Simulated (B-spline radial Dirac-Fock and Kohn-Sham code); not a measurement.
What relativity does to the binding energies of Rb²⁺

System: the Rb²⁺ ion, [Ar] 3d10 4s2 4p5.

Both columns are ΔSCF binding energies of the configuration average from a radial finite-basis atomic code: non-relativistic Hartree-Fock with a point nucleus, and Dirac-Fock with a finite nucleus and the Coulomb interaction alone, averaged over the two j levels with weights 2j+1.

```
shell  Hartree-Fock (eV)  Dirac-Fock (eV)  shift (eV)  shift (%)
   1s            14974.5          15263.6     +289.06      +1.93
   2s             2036.6           2102.8      +66.19      +3.25
   3s              342.4            353.9      +11.51      +3.36
   3d              140.4            138.0       -2.37      -1.69
   4s              57.85            59.17       +1.33      +2.29
   4p              39.04            39.12       +0.08      +0.21
```

Relativity binds 1s, 2s, 3s, 4s, 4p more strongly, among those listed most of all 3s in relative terms, and 3d more weakly, because the contracted s and p shells screen the nucleus better.

Values without a named source are computed, but for edge energies of neutral atoms, which are taken from tables.
